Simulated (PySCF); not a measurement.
H12Si6. Atoms are numbered in the order given.

```xyz
18

Si    -1.9151    -1.1057    -0.4030
Si    -1.9151     1.1057     0.4030
Si     0.0000     2.2114    -0.4030
Si     1.9151     1.1057     0.4030
Si     1.9151    -1.1057    -0.4030
Si     0.0000    -2.2114     0.4030
H     -1.8624    -1.0753    -1.8969
H     -3.1591    -1.8239     0.0109
H     -3.1591     1.8239    -0.0109
H     -1.8624     1.0753     1.8969
H      0.0000     2.1506    -1.8969
H      0.0000     3.6478     0.0109
H      3.1591     1.8239    -0.0109
H      1.8624     1.0753     1.8969
H      3.1591    -1.8239     0.0109
H      1.8624    -1.0753    -1.8969
H      0.0000    -2.1506     1.8969
H      0.0000    -3.6478    -0.0109
```
Charge 0, spin multiplicity 1.

Coordinates come from a B3LYP-D3(BJ)/def2-SVP optimisation.

The numbers are results of ωB97X/def2-TZVP (PySCF), not measurements.

ESP charges are fitted to the potential on shells at 1.4 to 2.0 van der Waals radii. Atomic charges (e):

```tsv
atom	IAO	ESP fit
Si1	0.20	0.09
Si2	0.20	0.09
Si3	0.20	0.05
Si4	0.20	0.09
Si5	0.20	0.09
Si6	0.20	0.05
H7	-0.10	-0.04
H8	-0.09	-0.04
H9	-0.09	-0.04
H10	-0.10	-0.04
H11	-0.10	-0.03
H12	-0.09	-0.03
H13	-0.09	-0.04
H14	-0.10	-0.04
H15	-0.09	-0.04
H16	-0.10	-0.04
H17	-0.10	-0.03
H18	-0.09	-0.03
```

Computed Mayer and Wiberg (Löwdin basis) orders of the bonds:
```json
[
 {"bond": "Si1–Si2", "Mayer": "0.95", "Wiberg": "1.12"},
 {"bond": "Si2–Si3", "Mayer": "0.95", "Wiberg": "1.12"},
 {"bond": "Si3–Si4", "Mayer": "0.95", "Wiberg": "1.12"},
 {"bond": "Si4–Si5", "Mayer": "0.95", "Wiberg": "1.12"},
 {"bond": "Si1–Si6", "Mayer": "0.95", "Wiberg": "1.12"},
 {"bond": "Si5–Si6", "Mayer": "0.95", "Wiberg": "1.12"},
 {"bond": "Si1–H7", "Mayer": "0.94", "Wiberg": "0.92"},
 {"bond": "Si1–H8", "Mayer": "0.96", "Wiberg": "0.93"},
 {"bond": "Si2–H9", "Mayer": "0.96", "Wiberg": "0.93"},
 {"bond": "Si2–H10", "Mayer": "0.94", "Wiberg": "0.92"},
 {"bond": "Si3–H11", "Mayer": "0.94", "Wiberg": "0.92"},
 {"bond": "Si3–H12", "Mayer": "0.96", "Wiberg": "0.93"},
 {"bond": "Si4–H13", "Mayer": "0.96", "Wiberg": "0.93"},
 {"bond": "Si4–H14", "Mayer": "0.94", "Wiberg": "0.92"},
 {"bond": "Si5–H15", "Mayer": "0.96", "Wiberg": "0.93"},
 {"bond": "Si5–H16", "Mayer": "0.94", "Wiberg": "0.92"},
 {"bond": "Si6–H17", "Mayer": "0.94", "Wiberg": "0.92"},
 {"bond": "Si6–H18", "Mayer": "0.96", "Wiberg": "0.93"}
]
```
